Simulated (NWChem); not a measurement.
Species: diiodomethane (CH2I2); SMILES ICI

Program: NWChem. Medium grid unless said otherwise, to which SCAN and Minnesota functionals are sensitive. All runs use the structure optimised with PBE0/def2-SVP. def2 effective core potentials on I; no spin-orbit coupling.

### Question
Order these by “dipole (D)”, lowest first: TPSS/def2-TZVPD; BLYP/def2-TZVPD; Hartree-Fock/def2-TZVPD.

### Answer
BLYP/def2-TZVPD (1.07), TPSS/def2-TZVPD (1.14), Hartree-Fock/def2-TZVPD (1.32)
